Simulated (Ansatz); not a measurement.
**Abstraction of Cl: CH7ClSi2 + C2H5Si → CH7Si2 + C2H5ClSi**

Species: CH7ClSi2 `[SiH3]C[SiH2]Cl`, singlet; C2H5Si `C=C[SiH2]`, doublet; CH7Si2 `[SiH2]C[SiH3]`, doublet; C2H5ClSi `C=C[SiH2]Cl`, singlet. A radical takes Cl: the energy is the difference in strength between two Si–Cl bonds in different surroundings.

Shapes, held fixed at every level: PBE0-D4/def2-TZVP. Flexible molecules stand in one conformer, not always the lowest. Programs: Ansatz 0.2.0. The zero-point and thermal change to 298 K, harmonic and unscaled (PBE0-D4/def2-TZVP), is +0.4 kJ/mol.

```csv
level,kind,ΔH(298 K) (kJ/mol)
HF/def2-SVP,Hartree–Fock,+13.9
HF/def2-TZVPP,Hartree–Fock,+12.9
SPW92/def2-TZVPP,LDA,+18.0
r2SCAN-D4/def2-TZVPP,meta-GGA,+16.7
BHLYP-D4/def2-TZVPP,global hybrid,+12.0
wB97M-V/def2-TZVPP,range-separated hybrid,+12.6
B2PLYP/def2-TZVPP,double hybrid,+11.3
```

B2PLYP/def2-TZVPP gives ΔH(298 K) = +11.3 kJ/mol; the levels span +11.3 to +18.0. The median of the levels is +12.9. No measured value is set beside it here. Spin contamination: C2H5Si (⟨S²⟩ up to 0.90). Open shells run unrestricted unless RO is named.
